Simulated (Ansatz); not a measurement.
Isolated molecules relaxed with PBE0-D4/def2-TZVP in Ansatz; ΔE leaves out vibrations. CCSD(T)/CBS adds triple-zeta CCSD(T) − MP2 to the extrapolated MP2 energy (def2 sets, frozen cores). This one scheme is used for every species. DFT in def2-TZVPP. HSE06 is defined as in plane-wave codes. Elements past krypton have def2 core potentials. For Ge, I outer-core shells are correlated without core-valence functions, which leaves a few kJ/mol of doubt a bond. Scalar relativity is left out up to krypton.

Reaction (hydrogenolysis of a Ge–Cl bond): `[F][Ge]([Cl])([Cl])[I]` + H₂ → `[F][GeH]([Cl])[I]` + HCl

```
             level  ΔE (kJ/mol)
           BLYP-D4         52.7
          HSE06-D4         46.3
RPA@PBE/def2-TZVPP         41.9
   CCSD/def2-TZVPP         39.3
```

Question: What does CCSD(T)/CBS give? (An estimate is asked.)

Answer: The calculation gave: +45.5 kJ/mol. The listed levels differ from it by 7.2, 0.8, -3.6, -6.2 kJ/mol.

Question: What do rigid-rotor, harmonic-oscillator terms from PBE0-D4/def2-TZVP frequencies (298.15 K, 1 bar) make of the CCSD(T)/CBS value? (An estimate is asked.)

Answer: Ansatz gave: ΔZPE = +8.5 kJ/mol, ΔH = +50.5 kJ/mol, ΔS = 25 J/(mol·K), ΔG = +43.0 kJ/mol.

Largest T1 diagnostic among the species: 0.010.

Leaving LDA and LC-ωPBE aside and taking each functional with its dispersion term where it has one, the values, not all of them listed here, spread over 12.1 kJ/mol, from CAM-B3LYP-D4 to revPBE-D4. In def2-TZVPP, CCSD(T) changes the Hartree–Fock value by +12.8 kJ/mol (the triples alone add +5.0 kJ/mol) and MP2 by +22.4 kJ/mol. The D4 term adds +10.9 kJ/mol with B3LYP and +5.8 kJ/mol with PBE0; it sums over pairs of atoms, weighted by their polarisabilities, and B3LYP, whose exchange is more repulsive, gets the larger term.

B3LYP here is the variant with VWN-RPA as its local correlation; programs differ in this.
